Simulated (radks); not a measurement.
Ho I, 67 electrons, occupied as [Xe] 4f11 6p2 (not the ground configuration).

All-electron calculation, Dirac Kohn-Sham, PBE, spin-unpolarised, spherical densities, finite nucleus; open shells fill j = l - 1/2 first; Fermi nuclear charge, rms radius 5.2022 fm. Program: a radial shooting solver on a logarithmic mesh with Libxc functionals.

Energy parts (eV):
total: -343601.38
kinetic: 377988.51
electron-nucleus: -848491.68
Hartree: 134295.87
exchange-correlation: -7394.08

Orbitals (lengths in bohr, moments of r in powers of bohr; r(max) is where P^2 peaks; r(90%) holds 90 % of the orbital's charge):
| orbital | occ. | eigenvalue (eV) | <r> | r(max) | r(90%) | small-component weight |
|---|---|---|---|---|---|---|
| 1s1/2 | 2 | -55425.84 | 0.02074 | 0.01311 | 0.0376 | 6.27e-02 |
| 2s1/2 | 2 | -9267.834 | 0.08754 | 0.07479 | 0.136 | 1.40e-02 |
| 2p1/2 | 2 | -8821.890 | 0.07290 | 0.05625 | 0.120 | 1.40e-02 |
| 2p3/2 | 4 | -7964.972 | 0.08007 | 0.06237 | 0.130 | 1.29e-02 |
| 3s1/2 | 2 | -2071.543 | 0.2294 | 0.2115 | 0.337 | 4.48e-03 |
| 3p1/2 | 2 | -1876.229 | 0.2191 | 0.1990 | 0.329 | 4.43e-03 |
| 3p3/2 | 4 | -1697.245 | 0.2326 | 0.2118 | 0.348 | 4.11e-03 |
| 3d3/2 | 4 | -1362.094 | 0.2054 | 0.1675 | 0.320 | 3.99e-03 |
| 3d5/2 | 6 | -1322.988 | 0.2096 | 0.1711 | 0.326 | 3.90e-03 |
| 4s1/2 | 2 | -411.0110 | 0.5188 | 0.4842 | 0.746 | 1.44e-03 |
| 4p1/2 | 2 | -333.4286 | 0.5286 | 0.4869 | 0.770 | 1.35e-03 |
| 4p3/2 | 4 | -293.3056 | 0.5596 | 0.5142 | 0.815 | 1.24e-03 |
| 4d3/2 | 4 | -165.5387 | 0.5903 | 0.5182 | 0.888 | 1.06e-03 |
| 4d5/2 | 6 | -158.2607 | 0.6013 | 0.5270 | 0.905 | 1.03e-03 |
| 4f5/2 | 6 | -6.0501 | 0.8402 | 0.5213 | 1.47 | 6.03e-04 |
| 4f7/2 | 5 | -5.0743 | 0.8615 | 0.5267 | 1.52 | 5.87e-04 |
| 5s1/2 | 2 | -52.7853 | 1.278 | 1.137 | 1.85 | 2.90e-04 |
| 5p1/2 | 2 | -31.9248 | 1.442 | 1.242 | 2.12 | 2.26e-04 |
| 5p3/2 | 4 | -26.9040 | 1.550 | 1.328 | 2.29 | 1.97e-04 |
| 6p1/2 | 2 | -2.3594 | 5.156 | 4.386 | 7.67 | 1.60e-05 |
| 6p3/2 | 0 | -2.0824 | 5.481 | 4.675 | 8.13 | 1.42e-05 |

The highest occupied level is 6p1/2 at -2.359 eV. The density falls to 0.001 e/bohr^3 at r = 5.55 bohr. Summed over all electrons, <r^2> = 98.89 bohr^2, which gives a Langevin (diamagnetic) susceptibility term of -78.3 x 10^-6 cm^3/mol. The electron density at the nucleus is 8.053e+05 e/bohr^3.

Run on one thread of a shared host, so times are rough (Intel(R) Xeon(R) Platinum 8488C): 0.2 s of CPU time, 0.2 s wall, 17 iterations on 2440 mesh points.
